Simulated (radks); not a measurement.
Coulomb parameter of the 3d shell of the iron ion Fe3+ in the model configuration [Ar] 3d3.5 4s1.5, as a second difference U = [E(n + 0.25) + E(n - 0.25) - 2 E(n)] / (0.25)^2 with all orbitals relaxed. "Bare": the charge of the atom changes with n. "Screened": the 4s shell takes up the change at fixed total charge, which measures U(3d,3d) + U(4s,4s) - 2 U(3d,4s). Calculated with a radial shooting solver on a logarithmic mesh with Libxc functionals: Dirac Kohn-Sham, BLYP, spin-unpolarised, spherical densities, finite nucleus; open shells are shared between the two j in proportion to 2j + 1; Fermi nuclear charge, rms radius 3.7377 fm.

case                 configuration  E - E(n) (eV)
start             [Ar] 3d3.5 4s1.5          0.000
bare +0.25       [Ar] 3d3.75 4s1.5        -12.996
bare -0.25       [Ar] 3d3.25 4s1.5         14.284
screened +0.25  [Ar] 3d3.75 4s1.25         -4.613
screened -0.25  [Ar] 3d3.25 4s1.75          4.964

U(bare) = 20.621 eV, U(screened by 4s) = 5.602 eV.
